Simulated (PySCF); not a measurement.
Task: What does the PBE0-D3(BJ)/def2-SVP structure of `C=[N][AlH2-][AsH3+]` look like in three dimensions?

Result: 
```
atom  x, y, z in Å
C1     1.787   -0.652   -1.358
N2     1.328   -0.237   -0.276
Al3    0.715    0.351    1.292
As4   -1.835    0.325    0.356
H5     1.152   -0.875   -2.248
H6     2.873   -0.836   -1.529
H7     0.849    1.913    1.565
H8     0.555   -0.739    2.439
H9    -2.230   -1.039   -0.164
H10   -3.209    0.716    0.876
H11   -1.945    1.047   -0.968
```

Orientation and origin are arbitrary. Atoms count from 1 in this order. As4 (arsenic bonded to Al and 3 H) has angles from 96.3° to 136.7°. Al3 (aluminium bonded to As, N and 2 H) has angles from 90.9° to 123.9°. The 4 heavy atoms lie in one plane (0.001 Å rms).

Bonds between heavy atoms (Å): C1=N2 1.246, N2–Al3 1.784, Al3–As4 2.717.

Method: PBE0-D3(BJ)/def2-SVP geometry optimisation, gas phase (PySCF 2.14.0).

Point group: near Cs, missed by 0.12 Å at most; the miss may be what the optimiser left on a soft mode. Stationary, but not proved a minimum.
